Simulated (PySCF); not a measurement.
Checking a proposed structure

A compound C5H12FPSi gives the data below (simulated from a calculation) and was assigned the structure `CC(C)/C(F)=P\C[SiH3]`.

13C{1H} NMR (computed): δ 220.8 (CH), 13.0 (CH2), -1.6 (CH3, 3C).

1H NMR (400 MHz, computed): δ 9.08 (m, 1H), 1.02 (m, 2H), 0.09 (s, 9H).

PySCF 2.14 calculation with NMR shieldings at PBE0/pcSseg-1/GIAO and PBE0-D3(BJ)/def2-SVP structure; no solvent model, non-relativistic Hamiltonian, one averaged value for each set of equivalent atoms, a single conformation.

Shifts are taken against calculated references (same method and geometry level): 1H (σref 31.27) and 13C (σref 184.41) against TMS.

Q: Compare with the shifts computed for the proposed structure, pairing carbons in order of shift.

A: Atom-mapped SMILES (the numbers label the heavy atoms): `[CH3:1][CH:2]([CH3:3])/[C:4]([F:5])=[P:6]\[CH2:7][SiH3:8]`. Hydrogens are named by the atom that carries them.

| atom | computed for proposal | given list | difference |
| --- | --- | --- | --- |
| C4 | 242.0 | 220.8 | +21.2 |
| C2 | 35.6 | 13.0 | +22.6 |
| C1 | 21.9 | -1.6 | +23.5 |
| C3 | 21.9 | -1.6 | +23.5 |
| C7 | 3.4 | -1.6 | +5.0 |

The rms difference is 20.4 ppm and the largest +23.5 ppm at C1 (methyl carbon). The proposal also would give 4 carbon signals, not 3. The carbon types in order of shift don't match either: C, CH, CH3, CH3, CH2 for the proposal against CH, CH2, CH3, CH3, CH3 in the data. The proposal doesn't fit.

Q: Which isomer fits?

A: SMILES C[Si](C)(C)C/P=C/F.

δC 220.8: carbon double-bonded to a heavier main-group atom. δC -1.6: methyl carbon bonded to Si; an electropositive neighbour leaves it electron-rich and shielded. δH 9.08: hydrogen on a carbon double-bonded to a heavier main-group atom. δH 0.09: hydrogen on a methyl carbon bonded to Si; an electropositive neighbour shields it, as in TMS itself.

This is the structure that produced the data.

Splittings by 19F and 31P in the carbon and heteronuclear signals aren't shown, as no couplings were computed. Shifts are as computed. Against solution values, carbons near 30 ppm lie about +2 ppm off and those near 130 ppm about +5 ppm (rms about the fit 1.9 ppm; single classes can miss by 10 ppm). Of 1328 compounds with measured shifts, 309 miss one by over three times the rms of a fit or turn the order of signals round; such compounds aren't used in these exercises. Signals without a measured value on file couldn't be tested in this way; 1H shifts scatter by 0.2 ppm about their fit, and single ones miss by 0.5 ppm. No couplings were computed; multiplicities are counted from neighbouring protons, with m where these are inequivalent, close in shift, in a saturated or five-membered ring or joined by F or P, and br s for small geminal =CH2 splittings.
